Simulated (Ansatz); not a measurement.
`CO[Si@@H](O)[Si@@H](O)Cl` → C• + Cl• + 7 H• + 3 O• + 2 Si•  (atomization)

Gas-phase electronic energies from Ansatz, PBE0-D4/def2-TZVP geometries. CCSD(T)/CBS adds triple-zeta CCSD(T) − MP2 to the extrapolated MP2 energy (def2 sets, frozen cores). This one scheme is used for every species, atoms too. No spin–orbit coupling; open shells (•) take unrestricted orbitals. Spin–orbit coupling would lower the free atoms: a little for C, Cl, O, Si. One conformer a species, not always the lowest.

| species | CCSD(T)/CBS(def2) energy (Eh) |
| --- | --- |
| `CO[Si@@H](O)[Si@@H](O)Cl` | -1305.91028 |
| C• | -37.79194 |
| Cl• | -459.70966 |
| H• | -0.50000 |
| O• | -75.00631 |
| Si• | -288.94402 |

**Question.** Work out ΔE.

**Answer.** ΔE = 7 × (-0.50000) + 3 × (-75.00631) + 2 × (-288.94402) + (-37.79194) + (-459.70966) − (-1305.91028) = 2.00171 Eh = +5255.5 kJ/mol.

Largest T1 diagnostic among the species: 0.012.

From PBE to PBE0 (25 % exact exchange), in def2-TZVPP and without D4, ΔE moves by −94.5 kJ/mol: exact exchange takes away binding that semilocal exchange gives to molecules. The D4 term adds +58.8 kJ/mol with B3LYP and +31.6 kJ/mol with PBE0; it sums over pairs of atoms, weighted by their polarisabilities, and B3LYP, whose exchange is more repulsive, gets the larger term. In def2-TZVPP, CCSD(T) changes the Hartree–Fock value by +1324.8 kJ/mol (the triples alone add +78.9 kJ/mol) and MP2 by +1444.4 kJ/mol; breaking electron pairs costs correlation energy, which Hartree–Fock lacks.

B3LYP here is the variant with VWN-RPA as its local correlation; programs differ in this.

For atomizations the MP2-based limit and the directly extrapolated one differ by several kJ/mol either way, and by 10 to 25 for some Ge, Se and Sn compounds, so smaller differences from it don't rank the levels.
